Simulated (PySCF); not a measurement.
Molecule: Pivaloyl Chloride (SMILES CC(C)(C)C(=O)Cl).

Numbering as in the mapped SMILES `[CH3:1][C:2]([CH3:3])([CH3:4])[C:5](=[O:6])[Cl:7]`. Hydrogens are named by the atom that carries them.

Geometry PBE0-D3(BJ)/def2-SVP throughout; GIAO in PySCF 2.14.0 with density-fitted response routines, gas phase, one conformer, non-relativistic; equivalent atoms averaged; functional PBE0.

Q: How do the shifts δ (against TMS, H2O, HCl at the same level) depend on the basis set? (ppm; last column core-seconds on 1 thread of an Arm Neoverse V1, shared host)

A: 
```tsv
basis set	functions	C5	C2	C1/C3/C4	O6	Cl7	H(C1)/H(C3)/H(C4)	core-s
STO-3G	48	123.5	44.2	26.0	474.7	210.8	1.19	4.5
6-31G	85	182.8	48.8	28.3	560.5	368.7	1.37	9.1
6-31G*	120	176.0	46.1	26.7	519.8	347.2	1.21	13
6-311+G(2d,p)	251	188.7	51.2	27.7	557.4	412.7	1.25	36
```

Q: Which nucleus moves most, in ppm?

A: Cl7 (chlorine bonded to C): from 210.8 ppm with STO-3G to 412.7 ppm with 6-311+G(2d,p). The smallest spread is 0.18 ppm, at H(C1)/H(C3)/H(C4). Proton shifts span only some 12 ppm, so a few tenths of a ppm matter as much there as several ppm in carbon.

Q: Taking the largest basis, 6-311+G(2d,p) (251 functions), as the yardstick, rank the others by their worst heavy-atom deviation.

A: 6-31G 44.0 ppm (85 functions), 6-31G* 65.5 ppm (120 functions), STO-3G 201.9 ppm (48 functions).

A small basis that lands close on one nucleus may do so by chance; judge by the trend and by all nuclei.
